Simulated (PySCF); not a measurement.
Isomers of C2H6N2. Isolated molecules, 0 K electronic values unless said otherwise. One relaxed conformer stands for each flexible species; it need not be the lowest. Strings in code marks are SMILES.

Level of theory: B3LYP-D3(BJ)/def2-TZVP (PySCF 2.14.0). All candidates: neutral, multiplicity 1. B3LYP has the VWN-RPA correlation part, as in Gaussian. 

```
Property         Result
-------------  --------
HOMO–LUMO gap   6.88 eV
HOMO           -6.27 eV
```

**Question.** Identify which member has these values.
A. `C1NCN1`
B. `C=NCN`
C. `[H]/N=C\NC` (C–N–C–N torsion 6°)
D. `C/N=C/N`

**Answer.** A, `C1NCN1`. The others give `C=NCN`: 6.24 eV, -6.93 eV; `[H]/N=C\NC` (C–N–C–N torsion 6°): 7.09 eV, -6.53 eV; `C/N=C/N`: 7.07 eV, -6.46 eV
